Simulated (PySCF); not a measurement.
Bond stretch in K2, singlet.

Levels: RCCSD(T) = PySCF with CCSD(T) on RHF/def2-TZVP, 10 core orbitals frozen; UKS-PBE = unrestricted PBE/def2-TZVP (PySCF 2.14.0); UCCSD(T) = CCSD(T) on UHF/def2-TZVP, 10 core orbitals frozen (PySCF).

Energies relative to the lowest point of each curve near equilibrium, in mEh:

| R / Å | RCCSD(T) | UKS-PBE |
|---|---|---|
| 3.18 | 10.1 | 10.2 |
| 3.65 | 1.5 | 1.5 |
| 3.91 | 0.1 | 0.1 |
| 4.14 | 0.2 | 0.2 |
| 4.44 | 1.5 | 1.6 |
| 4.96 | 5.6 | 5.9 |
| 5.45 | 9.7 | 10.5 |
| 6.07 | 13.7 | 15.2 |
| 7.28 | 16.3 | 19.9 |
| 8.83 | 14.9 | 21.2 |
| 10.87 | 13.3 | 21.4 |
| 11.90 | 12.9 | 21.4 |

Q: Predict the corresponding UCCSD(T) column.

A: 3.18: 9.9; 3.65: 1.4; 3.91: 0.1; 4.14: 0.2; 4.44: 1.7; 4.96: 6.2; 5.45: 10.6; 6.07: 14.3; 7.28: 17.1; 8.83: 17.9; 10.87: 18.1; 11.90: 18.1 (mEh).

The T1 diagnostic of CCSD on the restricted reference of RCCSD(T) exceeds 0.045 at 8.83 to 11.90 Å. The unrestricted determinant behind UKS-PBE is spin-contaminated at 5.45 to 11.90 Å (<S²> up to 1.0, against 0.00 for a pure singlet). The unrestricted determinant behind UCCSD(T) is spin-contaminated at 3.02 to 11.90 Å (<S²> up to 1.0, against 0.00 for a pure singlet).
